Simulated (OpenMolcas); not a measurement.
# OpenMolcas run: B

Input:

```
&GATEWAY
Coord
1

B 0.0 0.0 0.0
Basis=ANO-RCC-VTZP
Group=XYZ
NoMove
AngMom=0.0 0.0 0.0
AMFI
&SEWARD
&RASSCF
FileOrb=start.orb
Symmetry=2
Spin=4
nActEl=3 0 0
Inactive=1 0
Ras2=1 3
CIRoot=1 1 1
SDav=1
CIMx=300
Iter=120 100
PrWF=0.3
OrbListing=Nothing
MaxOrb=0
Atom
>>> COPY $Project.JobIph JOBPRE
&RASSCF
FileOrb=start.orb
Symmetry=2
Spin=4
nActEl=3 0 2
Inactive=1 0
Ras2=1 3
Ras3=5 0
CIRoot=1 1 1
SDav=46
CIMx=300
Iter=120 100
PrWF=0.3
OrbListing=Nothing
MaxOrb=0
Thrs=2.0e-7 1.0e-1 5.0e-4
Atom
>>> COPY $Project.JobIph JOB001
&RASSCF
FileOrb=start.orb
Symmetry=2
Spin=2
nActEl=3 0 2
Inactive=1 0
Ras2=1 3
Ras3=5 0
CIRoot=3 3 1
SDav=116
CIMx=300
Iter=120 100
PrWF=0.3
OrbListing=Nothing
MaxOrb=0
Thrs=2.0e-7 1.0e-1 5.0e-4
Atom
>>> COPY $Project.JobIph JOB002
&RASSCF
FileOrb=start.orb
Symmetry=1
Spin=4
nActEl=3 0 2
Inactive=1 0
Ras2=1 3
Ras3=5 0
CIRoot=3 3 1
SDav=28
CIMx=300
Iter=120 100
PrWF=0.3
OrbListing=Nothing
MaxOrb=0
Thrs=2.0e-7 1.0e-1 5.0e-4
Atom
>>> COPY $Project.JobIph JOB003
&RASSI
NrOfJobIphs=2 3 3
1 2 3
1 2 3
IphNames
JOB002
JOB003
EJob
SpinOrbit
DIPRint=1.0
SOCoupling=1000.0
Subsets=2
MEES
Property=10
'ANGMOM' 1 'ANGMOM' 2 'ANGMOM' 3 'MLTPL  1' 1 'MLTPL  1' 2 'MLTPL  1' 3
'AMFI' 1 'AMFI' 2 'AMFI' 3 'MLTPL  2' 6
SOProperty=3
'ANGMOM' 1 'ANGMOM' 2 'ANGMOM' 3
```

Launched by
```bash
OMP_NUM_THREADS=1 MOLCAS_MEM=2252 MOLCAS_PROJECT=a pymolcas a.inp > a.log  # once for each step of the input, in one work folder
```

A driver script runs the steps one by one and writes start.orb anew before each from the orbitals found so far.

Output, cut to the results:

```
--- SEWARD ---
Basis set label: B.ANO-RCC...4S3P2D1F.

      Electronic valence basis set:
      ------------------
      Associated Effective Charge   5.000000 au
      Associated Actual Charge      5.000000 au
      Nuclear Model: Point charge

      Shell  nPrim  nBasis  Cartesian Spherical Contaminant
         s      14       4        X
         p       9       3        X
         d       5       2                 X
         f       3       1                 X
                  Relativistic Douglas-Kroll-Hess integrals:
                    - DKH order of Hamiltonian: 2
                    - DKH order of Properties : 0
                  Atomic mean-field integrals
--- RASSCF ---
Wave function specifications:
      -----------------------------

      Number of closed shell electrons           2
      Number of electrons in active shells       3
      Max number of holes in RAS1 space          0
      Max nr of electrons in RAS3 space          2
      Number of inactive orbitals                1
      Number of active orbitals                  9
      Number of secondary orbitals              20
      Spin quantum number                      1.5
      State symmetry                             2
Orbital specifications:
      -----------------------

      Symmetry species                           1   2
                                                ag  au
      Frozen orbitals                            0   0
      Inactive orbitals                          1   0
      Active orbitals                            6   3
      RAS1 orbitals                              0   0
      RAS2 orbitals                              1   3
      RAS3 orbitals                              5   0
      Secondary orbitals                         7  13
      Deleted orbitals                           0   0
      Number of basis functions                 14  16
      Number of CSFs                            46
      Number of root(s) required                 1
      Iter CI   SX   CI       RASSCF       Energy    max ROT     max BLB   max BLB  Level Ln srch  Step   QN
          iter iter root      energy       change     param      element    value   shift minimum  type update
 Nr of preliminary CI iterations:   1
 ###############################################################################
 ###############################################################################
 ###                                                                         ###
 ###                                                                         ###
 ###    WARNING: Problems in orbital optimization.                           ###
 ###                                                                         ###
 ###                                                                         ###
 ###############################################################################
 ###############################################################################
  Warning: In symmetry  1, orbital p=   2 has diagonal density matrix element D(p,p) close to zero. D(p,p)=  6.630832E-31
        1   1    4    1   -24.14905184    0.00E+00  -1.15E-05    1   4 2 -2.54E-06   0.50   0.00    SX    NO
        ...
 ###############################################################################
 ###############################################################################
  Warning: In symmetry  1, orbital p=   2 has diagonal density matrix element D(p,p) close to zero. D(p,p)=  2.087995E-30
        4   1    2    1   -24.14905184   -5.86E-13   6.59E-07    1   4 2 -8.97E-08   0.50   0.00    SX    NO
      Convergence after  4 iterations
        5   1    2    1   -24.14905184   -8.53E-14   6.59E-07    1   7 2 -4.35E-08   0.50   0.00    SX    NO
      Natural orbitals and occupation numbers for root  1
      sym 1:   0.000000   0.003809   0.003809   0.003809   0.003809   0.003809
      sym 2:   0.993652   0.993652   0.993652
::    RASSCF root number  1 Total energy:    -24.14905184
--- RASSCF ---
Wave function specifications:
      -----------------------------

      Number of closed shell electrons           2
      Number of electrons in active shells       3
      Max number of holes in RAS1 space          0
      Max nr of electrons in RAS3 space          2
      Number of inactive orbitals                1
      Number of active orbitals                  9
      Number of secondary orbitals              20
      Spin quantum number                      0.5
...
--- RASSI ---
SPIN-FREE ENERGIES:
  (Shifted by EMIN (a.u.) =        -24.5914425264)

 SF State       Relative EMIN(au)   Rel lowest level(eV)    D:o, cm**(-1)      L_eff

     1             0.0000000000        0.0000000000              0.0000         1.0
     2             0.0000000000        0.0000000000              0.0000         1.0
     3             0.0000000000        0.0000000000              0.0000         1.0
     4             0.1247156866        3.3936867179          27371.9293         1.0
     5             0.1247156866        3.3936867179          27371.9293         1.0
     6             0.1247156866        3.3936867179          27371.9293         1.0
     Dipole printing threshold changed to   1.00000000E+00

++ Dipole transition strengths (spin-free states):
   -----------------------------------------------
     for osc. strength at least  1.00000000E+00

  ( Max oscillator strength is only    6.0651824737322538E-034 )
--
Eigenvalues of complex Hamiltonian:
   -----------------------------------
  (Shifted by EMIN (a.u.) =        -24.5914425264)

 SO State       Relative EMIN(au)   Rel lowest level(eV)    D:o, cm**(-1)     J-value

     1            -0.0000439594        0.0000000000              0.0000         0.4
     2            -0.0000439594        0.0000000000              0.0000         0.4
     3             0.0000219797        0.0017942929             14.4719         1.0
     4             0.0000219797        0.0017942929             14.4719         1.1
     5             0.0000219797        0.0017942929             14.4719         1.3
     6             0.0000219797        0.0017942929             14.4719         1.2
     7             0.1246767522        3.3938234554          27373.0322         0.4
     8             0.1246767522        3.3938234554          27373.0322         0.4
     9             0.1247001128        3.3944591301          27378.1593         0.9
...
```

The J values that RASSI prints are effective ones from its own formula and need not be integers or half-integers; the table below assigns J from the states.

Levels above the lowest, from the spin-orbit matrix, grouped by J:

```
Configuration  Term    J  E (cm-1)  Measured (cm-1)      g  Term weight %
       2s2 2p   2P*  1/2       0.0              0.0  0.666            100
       2s2 2p   2P*  3/2      14.5             15.3  1.334            100
       2s 2p2    4P  1/2     27373            28870  2.671            100
       2s 2p2    4P  3/2     27378            28875  1.735            100
       2s 2p2    4P  5/2     27387            28881  1.601            100
```

Against the 4 measured excited levels shown (NIST Handbook of Basic Atomic Spectroscopic Data) the mean absolute deviation is 1100 cm-1; the largest miss in energy is 2s 2p2 4P 1/2: computed 27373, measured 28870 cm-1 (-5.2 %).

Without dynamic correlation excited terms often stand tens of per cent too high (terms of higher spin than the ground term too low), and those without a measured partner can miss by more than the paired ones. Active for correlation alone: 3d; no level in the range computed is led by a configuration that fills it, so any true level of that kind is missing. Computed and measured levels are paired by configuration, term and J; levels that our copy of the source lacks, or whose pairing is in doubt (as where it misses far off the trend of its configuration), stay unpaired and out of the deviations. Only configurations of the active space appear. The first state left out of the spin-orbit step lies near 52000 cm-1 above the lowest spin-free state of the reference (among the parities and spins computed), and the list stops at four fifths of that energy or lower.

The term weight is that of the spin-free term in the level, not the purity of its configuration. * marks odd parity.
